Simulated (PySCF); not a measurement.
# `C=CCn1cc(C)nn1`, C6H9N3

Molfile (atoms numbered from 1):
```
C6H9N3
     RDKit          3D

 18 18  0  0  0  0  0  0  0  0999 V2000
   -3.1933    0.6418    0.4524 C   0  0  0  0  0  0  0  0  0  0  0  0
   -2.2460    0.3702   -0.4241 C   0  0  0  0  0  0  0  0  0  0  0  0
   -1.4679   -0.9124   -0.4511 C   0  0  0  0  0  0  0  0  0  0  0  0
   -0.0523   -0.6573   -0.4748 N   0  0  0  0  0  0  0  0  0  0  0  0
    0.7040   -0.0458    0.4660 C   0  0  0  0  0  0  0  0  0  0  0  0
    1.9781   -0.0407   -0.0659 C   0  0  0  0  0  0  0  0  0  0  0  0
    3.2472    0.4933    0.4900 C   0  0  0  0  0  0  0  0  0  0  0  0
    1.9096   -0.6380   -1.2753 N   0  0  0  0  0  0  0  0  0  0  0  0
    0.7042   -0.9976   -1.5090 N   0  0  0  0  0  0  0  0  0  0  0  0
   -3.7376    1.5699    0.4325 H   0  0  0  0  0  0  0  0  0  0  0  0
   -3.4731   -0.0606    1.2208 H   0  0  0  0  0  0  0  0  0  0  0  0
   -1.9721    1.0825   -1.1904 H   0  0  0  0  0  0  0  0  0  0  0  0
   -1.6894   -1.4683   -1.3677 H   0  0  0  0  0  0  0  0  0  0  0  0
   -1.7183   -1.5316    0.4165 H   0  0  0  0  0  0  0  0  0  0  0  0
    0.2985    0.3134    1.3882 H   0  0  0  0  0  0  0  0  0  0  0  0
    3.2297    1.5829    0.5005 H   0  0  0  0  0  0  0  0  0  0  0  0
    4.0744    0.1609   -0.1306 H   0  0  0  0  0  0  0  0  0  0  0  0
    3.3954    0.1435    1.5101 H   0  0  0  0  0  0  0  0  0  0  0  0
  1  2  2  0
  2  3  1  0
  3  4  1  0
  4  5  1  0
  5  6  2  0
  6  7  1  0
  6  8  1  0
  8  9  2  0
  9  4  1  0
  1 10  1  0
  1 11  1  0
  2 12  1  0
  3 13  1  0
  3 14  1  0
  5 15  1  0
  7 16  1  0
  7 17  1  0
  7 18  1  0
M  END
```

Computed with GIAO PBE0/pcSseg-1 magnetisability, rotational g tensor and spin-rotation constants, non-relativistic, gas phase (PySCF 2.14.0). Geometry: GFN2-xTB.

Question: What are the magnetisability and the molar susceptibility?

Answer: Isotropic -1252 × 10⁻³⁰ J/T², or -75.4 × 10⁻⁶ cm³/mol; principal values -1663, -1142, -951 × 10⁻³⁰ J/T², anisotropy 638 × 10⁻³⁰ J/T² (root of half the summed squared differences of the principal values). The susceptibility is in cgs units.

Question: Split it along the inertial axes a, b, c into diamagnetic and paramagnetic parts about the centre of mass, with the quadrupole moment.

Answer: 
```csv
axis,χ (10⁻⁶ cm³/mol),diamagnetic (10⁻⁶ cm³/mol),paramagnetic (10⁻⁶ cm³/mol),summed x² of all electrons (Å²),quadrupole Θ (D Å)
a,-64.7,-400.8,336.1,306.8,+3.70
b,-65.9,-1404.7,1338.8,70.2,-4.80
c,-95.6,-1599.7,1504.2,24.2,+1.10
```
Anisotropies 2χaa − χbb − χcc = +32.1 and 2χbb − χaa − χcc = +28.5 × 10⁻⁶ cm³/mol. Θ is traceless in Buckingham's convention.

Question: And the rotational g tensor?

Answer: 
```csv
axis,rotational constant (GHz),g,nuclear part,electronic part
a,4.2508,-0.0643,0.6070,-0.6713
b,0.9419,-0.0115,0.5809,-0.5924
c,0.8164,+0.0001,0.5770,-0.5769
```
Asymmetric top; isotopes 12C, 1H, 14N; no vibrational averaging.
